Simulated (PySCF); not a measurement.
Molecule: SMILES C=C(C)B(N)N, C3H9BN2.

Bonds (- single, = double, # triple, : aromatic): C1=C2, C2-C3, C2-B4, B4-N5, B4-N6. C1 carries H7, H8; C3 carries H9, H10, H11; N5 carries H12, H13; N6 carries H14, H15. H7 is cis to C3; H8 is trans to C3.

Frames of a GFN2-xTB Langevin trajectory at 300 K; GIAO PBE0/pcSseg-1 shieldings in PySCF, gas phase, non-relativistic; equivalent atoms averaged within each frame.

Scale: TMS for ¹³C (σref 186.93) and ¹H (σref 31.72); ¹¹B (σref 100.07) vs BF3·OEt2; ¹⁵N (σref 267.73) against NH3 (reference shieldings calculated alike). The references are static minima.

**Question.** How do the shifts (ppm) fluctuate along the trajectory?

**Answer.** 
```tsv
time (fs)	C2	C1	C3	B4	N5/N6	H7	H8	H9/H10/H11	H12/H13/H14/H15
250	153.3	128.4	31.7	28.1	63.9	5.68	4.51	2.39	1.93
425	149.8	126.8	25.4	29.5	73.0	5.73	5.28	1.82	3.08
625	161.2	121.4	28.0	27.8	67.0	5.53	4.96	1.88	2.14
800	155.4	124.4	23.8	28.3	65.5	5.72	5.21	2.05	1.94
1000	153.4	131.1	21.7	26.8	59.0	6.31	5.30	1.65	1.66
mean of frames	154.6	126.4	26.1	28.1	65.7	5.80	5.05	1.96	2.15
standard deviation	4.2	3.7	3.9	1.0	5.1	0.30	0.33	0.28	0.55
```

5 frames give an uncertainty of the mean of about the standard deviation over 2.2 at best, since frames this close in time may not be independent; classical motion lacks zero-point vibration, and the reference would need the same averaging.
